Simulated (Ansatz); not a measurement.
`B[CH2][GeH2][SeH]` + `C[NH][ZnH]` → `B[N](C)[ZnH]` + `[CH3][GeH2][SeH]`  (ligand exchange at a B–C bond)

Program: Ansatz. Geometries: PBE0-D4/def2-TZVP. ΔE: electronic, gas phase. CCSD(T)/CBS is the MP2 limit (def2-TZVPP, def2-QZVPP) plus CCSD(T) − MP2 in def2-TZVPP, frozen cores. DFT in def2-TZVPP. B3LYP here is the variant with VWN-RPA as its local correlation; programs differ in this. For Ge, Se, Zn outer-core shells are correlated without core-valence functions, which leaves a few kJ/mol of doubt a bond. Scalar relativity is left out up to krypton. Each species was taken in one conformer, which may not be the lowest.

```csv
level,ΔE (kJ/mol),difference from CCSD(T)/CBS
PBE-D4,-143.3,-0.2
r2SCAN-D4,-145.6,-2.5
PBE0-D4,-143.2,-0.1
B3LYP-D4,-144.8,-1.7
ωB97X-V,-142.9,0.2
ωB97M-V,-144.7,-1.6
B2PLYP,-147.6,-4.5
PBE,-144.5,-1.4
r2SCAN,-145.8,-2.7
PBE0,-144.3,-1.2
B3LYP,-146.8,-3.7
HF/def2-TZVPP,-145.0,-1.9
MP2/def2-TZVPP,-146.9,-3.8
SCS-MP2/def2-TZVPP,-147.2,-4.1
CCSD/def2-TZVPP,-146.8,-3.7
CCSD(T)/def2-TZVPP,-148.5,-5.4
HF/def2-QZVPP,-144.9,-1.8
MP2/def2-QZVPP,-143.7,-0.6
SCS-MP2/def2-QZVPP,-144.4,-1.3
HF/CBS(def2),-144.9,-1.8
MP2/CBS(def2),-141.5,1.6
CCSD/CBS(def2),-141.4,1.7
CCSD(T)/CBS,-143.1,0
```

Largest T1 diagnostic among the species: 0.016.
